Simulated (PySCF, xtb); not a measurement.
S₄, SMILES S=S(=S)=S.

xtb 6.7.1 with GFN2-xTB at its own geometry gives an orbital gap of 1.17 eV and a dipole moment of 0.07 D.

The structure is a stationary point at ωB97X-D3(BJ)/def2-SVP.

Question: What does PBE/def2-TZVPD run with PySCF give? (Estimate from the structure and the level; the computed values follow.)

Answer: gap 1.43 eV (levels -6.13 and -4.70 eV), dipole 0.00 D.
